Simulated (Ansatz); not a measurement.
Total energies of BiH2(OEt) (C₂H₇BiO) from Ansatz at PBE0-D4/def2-TZVP, gas phase (1 Eh = 27.2114 eV = 2625.5 kJ/mol). The reference geometry is relaxed at PBE0-D4/def2-SVP.

```csv
state,geometry,energy (Eh)
charge 0 singlet,reference,-370.14271
charge 1 doublet,reference,-369.81602
charge 1 doublet,relaxed at PBE0-D4/def2-SVP,-369.82277
free Bi atom (quartet),–,-214.61763
free H atom (doublet),–,-0.50104
free O atom (triplet),–,-75.01860
free C atom (triplet),–,-37.80537
```

In the def2 sets Bi takes a core potential; there is no spin–orbit coupling.

(1) Work out the vertical ionisation energy to the doublet.

(2) How much does the charge 1 doublet relax, and what is the adiabatic ionisation energy?

(3) What is the binding energy per atom against free atoms?

(1) E(charge 1 doublet) − E(charge 0 singlet) = -369.81602 − (-370.14271) = 0.32669 Eh = 8.89 eV. For comparison, −ε of the highest occupied level is 7.00 eV at this level, 1.89 eV less.

(2) Relaxation: -369.81602 − (-369.82277) = 0.00675 Eh = 0.18 eV. Adiabatic ionisation energy: 0.31994 Eh = 8.71 eV, without zero-point energy. 

(3) Atoms: 1 × (-214.61763) + 7 × (-0.50104) + 1 × (-75.01860) + 2 × (-37.80537) = -368.75425 Eh. Binding: -368.75425 − (-370.14271) = 1.38846 Eh = 37.78 eV, or 3.43 eV for each of 11 atoms (no zero-point energy, no counterpoise term).
